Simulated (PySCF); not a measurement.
Molecule: `[BH3-][N+](CC)(CC)CC`, C₆H₁₈BN.

Cartesian coordinates in Å; atom numbers follow the order of the lines, from 1:
```xyz
26

B    -0.140   -0.525   -1.854
N     0.145    0.118   -0.366
C    -0.442   -0.736    0.702
C    -1.948   -0.871    0.668
C    -0.449    1.485   -0.374
C    -0.331    2.293    0.905
C     1.615    0.238   -0.143
C     2.420   -1.035   -0.297
H    -1.311   -0.294   -2.123
H     0.625    0.062   -2.614
H     0.085   -1.726   -1.783
H    -0.110   -0.345    1.680
H     0.011   -1.727    0.577
H    -2.466    0.075    0.884
H    -2.254   -1.595    1.438
H    -2.286   -1.240   -0.309
H     0.028    2.007   -1.215
H    -1.501    1.361   -0.658
H     0.709    2.506    1.188
H    -0.828    1.809    1.759
H    -0.828    3.262    0.750
H     1.773    0.656    0.866
H     1.968    0.983   -0.871
H     2.139   -1.807    0.433
H     3.480   -0.795   -0.125
H     2.313   -1.453   -1.305
```

Geometry PBE0-D3(BJ)/def2-SVP throughout; GIAO in PySCF, gas phase, one conformer, non-relativistic; equivalent atoms averaged; functional PBE0.

(1) How do the absolute shieldings σ depend on the basis set? (ppm; last column core-seconds on 1 thread of an Arm Neoverse V2, shared host)

(2) Which nucleus moves most, in ppm?

(3) Taking the largest basis, 6-311+G(2d,p) (324 functions), as the yardstick, rank the others by their worst heavy-atom deviation.

## Answers

(1) 
| basis set | functions | B1 | N2 | C3/C5/C7 | C4/C6/C8 | H12/H13/H17/H18/H22/H23 | H14/H15/H16/H19/H20/H21/H24/H25/H26 | H9/H10/H11 | core-s |
| --- | --- | --- | --- | --- | --- | --- | --- | --- | --- |
| STO-3G | 58 | 135.2 | 273.5 | 184.6 | 217.9 | 30.64 | 31.59 | 31.79 | 7.2 |
| pcSseg-0 | 108 | 119.7 | 218.1 | 138.6 | 182.2 | 30.38 | 31.64 | 29.94 | 13 |
| 6-31G | 108 | 127.2 | 216.8 | 147.5 | 189.4 | 29.78 | 31.31 | 29.95 | 17 |
| 6-31G* | 148 | 124.7 | 211.5 | 142.6 | 184.6 | 29.19 | 30.81 | 29.72 | 25 |
| cc-pVDZ | 202 | 125.3 | 208.4 | 142.1 | 186.7 | 28.61 | 30.19 | 29.33 | 32 |
| def2-SVP | 202 | 123.9 | 212.9 | 141.2 | 185.1 | 28.83 | 30.29 | 29.39 | 30 |
| pcSseg-1 | 226 | 116.2 | 196.9 | 129.9 | 174.6 | 28.74 | 30.10 | 29.33 | 45 |
| 6-311+G(2d,p) | 324 | 118.4 | 197.2 | 132.5 | 177.5 | 28.78 | 30.39 | 29.51 | 93 |

(2) N2 (donor nitrogen of a Lewis adduct): from 196.9 ppm with pcSseg-1 to 273.5 ppm with STO-3G. The smallest spread is 1.55 ppm, at H14/H15/H16/H19/H20/H21/H24/H25/H26. Proton shifts span only some 12 ppm, so a few tenths of a ppm matter as much there as several ppm in carbon.

(3) pcSseg-1 2.8 ppm (226 functions), cc-pVDZ 11.2 ppm (202 functions), 6-31G* 14.3 ppm (148 functions), def2-SVP 15.7 ppm (202 functions), 6-31G 19.6 ppm (108 functions), pcSseg-0 21.0 ppm (108 functions), STO-3G 76.4 ppm (58 functions).

A small basis that lands close on one nucleus may do so by chance; judge by the trend and by all nuclei.
